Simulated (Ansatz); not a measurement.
## One elementary step

Start structure (GeSiH4Cl2, closed shell), relaxed at PBE0-D4/def2-TZVP:

```
atom    x (Å)    y (Å)    z (Å)
 Ge1  -0.1090   0.3633   1.1872
 Si2   0.2184  -0.4010  -1.0376
  H3   1.4116  -1.2572  -1.2231
 Cl4  -1.4114  -1.4990  -1.6271
 Cl5   0.4310   1.2118  -2.2878
  H6  -1.3759   1.2269   1.2356
  H7   1.1033   1.1973   1.6271
  H8  -0.2679  -0.8419   2.1258
```

The step: GeSiH₄Cl₂ ([Cl][SiH]([Cl])[GeH3]) → SiCl₂ + GeH₄; bonds formed: Ge1–H3; bonds broken: Ge1–Si2, Si2–H3. Computed with Ansatz 0.2.0 (basis: def2-TZVPP and def2-QZVPP); correlated methods freeze the cores. Filled d shells of the heavier atoms are correlated. The def2 sets are not built for correlating such inner shells, so the correlated values are less sure here. Extrapolation: Hartree–Fock as exp(−7.88 √X), correlation as X^−2.97. Energies below are by CCSD(T) at an estimated basis limit (MP2 extrapolated from triple and quadruple zeta, plus CCSD(T) − MP2 in triple zeta).

Task: What are the electronic barrier and the energy of the step, from the start structure to the end structure? (An estimate is asked for; the value comes from the calculation.)

Result: Computed: Barrier 58.96 kcal/mol; step energy 36.94 kcal/mol (uphill); reverse barrier, their difference, 22.02 kcal/mol. Barrier and step energy count from the start structure, the reverse barrier from the end structure.

The saddle point: One imaginary mode of 479i cm⁻¹.
```json
{"pair": "Ge1–H3", "start (Å)": "3.28", "saddle (Å)": "1.85", "end (Å)": "1.58"}
{"pair": "Ge1–Si2", "start (Å)": "2.38", "saddle (Å)": "2.45", "end (Å)": "3.42"}
{"pair": "Si2–H3", "start (Å)": "1.48", "saddle (Å)": "1.69", "end (Å)": "2.07"}
```

Zero-point energy (harmonic, PBE0-D4): ZPE is 22.45 kcal/mol at the start and 21.10 kcal/mol at the saddle, so the barrier goes from 58.96 to 57.61 kcal/mol.

First-order rate constant out of the start structure at 498 K by transition-state theory, with harmonic vibrational free energies alone and no tunnelling: ΔA‡ = 58.48 kcal/mol, so k = (kB T/h) exp(−ΔA‡/kB T) ≈ 10^-13 s⁻¹ (an order of magnitude at best: rotation, the number of equivalent paths and anharmonicity are left out).

The T1 diagnostic stays at or below 0.013. The restricted Hartree–Fock reference is unstable towards an unrestricted one at one or more of these structures.

Losses and insertions of silylenes and their heavier kin drive the gas-phase chemistry of silicon and germanium vapour deposition.

Labels in which every atom is bracketed show which atoms are joined, not bond orders.

For scale, one of the runs: CCSD(T)/def2-TZVPP, 230 basis functions (an equivalent command: `ansatz run in.yaml --threads 4`). Hardware: 4 CPU threads, shared host. Wall time 2.1 min; peak host memory 3.5 GiB.
